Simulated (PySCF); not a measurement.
# A small calculation by hand: entropy of an ideal gas

ClH2NOSW, SMILES [NH]=[W](=[O])([SH])[Cl], multiplicity 1.

Geometry optimised at PBE-D3(BJ)/def2-SVP. The multiplicity is an assumed one; no other spin state was optimised. The structure was generated by enumeration; whether it is a known compound was not checked. The def2 effective core potentials stand for the cores of W; spin–orbit coupling is left out. The values are those of a single conformer.

PySCF with PBE-D3(BJ)/def2-SVP gives the harmonic wavenumbers 106, 149, 178, 204, 274, 293, 380, 393, 521, 602, 650, 952, 990, 2615, 3513 cm⁻¹ and the rotational temperatures 0.1231, 0.0731, 0.0613 K. The molar mass is 283.37 g/mol, the symmetry number 1, the spin multiplicity 1.

Q: Work out the entropy at 298.15 K and 1 atm in the rigid-rotor, harmonic-oscillator model.

A: 
Translation (Sackur–Tetrode at 1 atm): S = R[1.5 ln M + 2.5 ln T − 1.16487] = 179.2 J/(mol K).
Rotation: q = (√π/σ) T^1.5/√(θA θB θC) = 389000, S = R[ln q + 3/2] = 119.5 J/(mol K).
Vibration: with u = 1.4388 ν/T, each mode gives R[u/(e^u − 1) − ln(1 − e^−u)]:
```
ν (cm⁻¹)  modes     u  S (J/(mol K))
--------  -----  ----  -------------
106           1  0.51          13.98
149           1  0.72          11.23
178           1  0.86           9.83
204           1  0.98           8.77
274           1  1.32           6.57
293           1  1.41           6.09
380           1  1.83           4.35
393           1  1.90           4.14
521           1  2.51           2.54
602           1  2.91           1.87
650           1  3.14           1.55
952           1  4.59           0.47
990           1  4.78           0.41
```
The stiffer modes add less than 0.005 each. Sum 71.8 J/(mol K).
Spin: R ln 1 = 0.0 J/(mol K).
Total 370.5 J/(mol K); the program's own thermochemistry gives 370.4. Translation makes up 48 % and vibration 19 %. Anharmonicity, hindered rotation and orbital degeneracy are left out.
